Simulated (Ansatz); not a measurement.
`CSB[TeH]` + `FC[SiH3]` → `FC([SiH3])[TeH]` + `BSC`  (formal exchange of groups at a Te–B bond)

Program: Ansatz. Geometries: PBE0-D4/def2-TZVP. ΔE: electronic, gas phase. CCSD(T)/CBS is the MP2 limit (def2-TZVPP, def2-QZVPP) plus CCSD(T) − MP2 in def2-TZVPP, frozen cores. Functionals use def2-TZVPP. HSE06 is defined as in plane-wave codes. Elements past krypton have def2 core potentials. For Te outer-core shells are correlated without core-valence functions, which leaves a few kJ/mol of doubt a bond. Each species was taken in one conformer, which may not be the lowest.

```json
{"level": "LDA (SPW92)", "ΔE (kcal/mol)": "21.1"}
{"level": "B97M-V", "ΔE (kcal/mol)": "21.8"}
{"level": "HSE06-D4", "ΔE (kcal/mol)": "22.3"}
{"level": "HSE06", "ΔE (kcal/mol)": "22.5"}
{"level": "CCSD(T)/def2-SVP", "ΔE (kcal/mol)": "24.3"}
{"level": "CCSD/def2-TZVPP", "ΔE (kcal/mol)": "21.9"}
{"level": "MP2/CBS(def2)", "ΔE (kcal/mol)": "22.1"}
{"level": "CCSD/CBS(def2)", "ΔE (kcal/mol)": "21.4"}
```

Question: What does CCSD(T)/CBS give? (Best estimate.)

Answer: The calculation gave: +21.1 kcal/mol. The listed levels differ from it by 0.0, 0.7, 1.2, 1.4, 3.2, 0.8, 1.0, 0.3 kcal/mol.

Largest T1 diagnostic among the species: 0.014.

Leaving LDA and LC-ωPBE aside and taking each functional with its dispersion term where it has one, the values, not all of them listed here, spread over 3.8 kcal/mol, from BLYP-D4 to PBE-QIDH. At CCSD(T), def2-SVP lies +3.2 kcal/mol from the extrapolated value and def2-TZVPP +0.5 kcal/mol.
